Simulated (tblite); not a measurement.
Parent: `[H]/[N:1]=[CH:2]\[CH2:3][CH2:4][S:5][SiH3:6]` with N1–C2–C3–C4 124°, C2–C3–C4–S5 179°, C3–C4–S5–Si6 -80°, C3H9NSSi.

Structures optimised with GFN2-xTB, isolated species. One conformer each, not checked by frequencies here.

```
coordinate of the parent    value
                   N1=C2  1.251 Å
                   C2–C3  1.503 Å
                   C3–C4  1.523 Å
                   C4–S5  1.831 Å
                  S5–Si6  2.142 Å
                N1–C2–C3   128.4°
                C2–C3–C4   110.6°
                C3–C4–S5   112.2°
               C4–S5–Si6   101.6°
```

Q: How does the shared frame change in `[H]/[N:5]=[C:4](/[C:2](=[CH2:1])[CH3:3])[CH2:6][CH2:7][S:8][SiH3:9]` with C1–C2–C4–N5 175°, C2–C4–C6–C7 85°, C4–C6–C7–S8 180°, C6–C7–S8–Si9 -175°, C6H13NSSi? Atoms pair as N1 = N5, C2 = C4, C3 = C6, C4 = C7, S5 = S8, Si6 = Si9 (parent first).

A: 
```tsv
parent	relative	value in the relative	change
N1=C2	N5=C4	1.265 Å	+0.014
C2–C3	C4–C6	1.515 Å	+0.012
C3–C4	C6–C7	1.523 Å	0.000
C4–S5	C7–S8	1.836 Å	+0.005
S5–Si6	S8–Si9	2.139 Å	-0.003
N1–C2–C3	N5–C4–C6	123.5°	-4.9
C2–C3–C4	C4–C6–C7	109.6°	-1.0
C3–C4–S5	C6–C7–S8	110.1°	-2.1
C4–S5–Si6	C7–S8–Si9	99.9°	-1.7
```

Of the parent's bonds, N1–C2 changes most (+0.014 Å). Bonds of the relative outside the shared frame: C1=C2 1.331, C2–C3 1.497, C2–C4 1.474 Å. Point group C1 → C1.

Q: How does the shared frame change in `[H]/[N:4]=[C:3](/[C:2]#[CH:1])[CH2:5][CH2:6][S:7][SiH3:8]` with C2–C3–C5–C6 178°, C3–C5–C6–S7 177°, C5–C6–S7–Si8 72°, C5H9NSSi? Atoms pair as N1 = N4, C2 = C3, C3 = C5, C4 = C6, S5 = S7, Si6 = Si8 (parent first).

A: 
```csv
parent,relative,value in the relative,change
N1=C2,N4=C3,1.260 Å,+0.009
C2–C3,C3–C5,1.518 Å,+0.015
C3–C4,C5–C6,1.518 Å,-0.005
C4–S5,C6–S7,1.830 Å,-0.001
S5–Si6,S7–Si8,2.143 Å,+0.001
N1–C2–C3,N4–C3–C5,128.7°,+0.3
C2–C3–C4,C3–C5–C6,113.5°,+2.9
C3–C4–S5,C5–C6–S7,112.2°,0.0
C4–S5–Si6,C6–S7–Si8,102.0°,+0.4
```

Of the parent's bonds, C2–C3 changes most (+0.015 Å). Bonds of the relative outside the shared frame: C1≡C2 1.200, C2–C3 1.425 Å. Point group C1 → C1.

Q: How does the shared frame change in `[H]/[N:1]=[C:2](/[CH2:3][NH2:4])[CH2:5][CH2:6][S:7][SiH3:8]` with N1–C2–C3–N4 3°, C2–C3–N4–H 60° and -55°, N1–C2–C5–C6 5°, C2–C5–C6–S7 177°, C5–C6–S7–Si8 -87°, C4H12N2SSi? Atoms pair as N1 = N1, C2 = C2, C3 = C5, C4 = C6, S5 = S7, Si6 = Si8 (parent first).

A: 
```
   parent   relative  value in the relative  change
    N1=C2      N1=C2                1.257 Å  +0.006
    C2–C3      C2–C5                1.514 Å  +0.011
    C3–C4      C5–C6                1.519 Å  -0.004
    C4–S5      C6–S7                1.831 Å   0.000
   S5–Si6     S7–Si8                2.142 Å   0.000
 N1–C2–C3   N1–C2–C5                 127.8°    -0.6
 C2–C3–C4   C2–C5–C6                 113.7°    +3.1
 C3–C4–S5   C5–C6–S7                 111.6°    -0.6
C4–S5–Si6  C6–S7–Si8                 101.2°    -0.4
```

Of the parent's bonds, C2–C3 changes most (+0.011 Å). Bonds of the relative outside the shared frame: C2–C3 1.515, C3–N4 1.446 Å. Point group C1 → C1.

These are computed values.
